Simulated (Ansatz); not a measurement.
CH8O2Si2 can be A, `OC[SiH2][SiH2]O`, or B, `C[SiH2][SiH](O)O`.

Gas-phase electronic energies from Ansatz, PBE0-D4/def2-TZVP geometries. CBS: MP2 limit from def2 TZ/QZ plus the TZ coupled-cluster correction, frozen cores. Functionals use def2-TZVPP. One conformer a species, not always the lowest.

Problem. Which isomer does CCSD(T)/CBS put lower? Give the gap. (An estimate is asked.)

Solution. Computed: B, by 53.4 kcal/mol.

Problem. Give E(B) − E(A) in kcal/mol with CCSD(T)/def2-TZVPP, PBE-D4, ωB97M-V, B2PLYP, PBE0-D4, r2SCAN-D4, CCSD/def2-TZVPP. (An estimate is asked.)

Solution. Computed: CCSD(T)/def2-TZVPP -52.7, PBE-D4 -49.8, ωB97M-V -52.8, B2PLYP -53.1, PBE0-D4 -51.2, r2SCAN-D4 -53.0, CCSD/def2-TZVPP -52.9. None reverses the order clearly.

Largest T1 diagnostic: 0.012.

From PBE to PBE0 (25 % exact exchange), in def2-TZVPP and without D4, E(B) − E(A) moves by −1.4 kcal/mol.
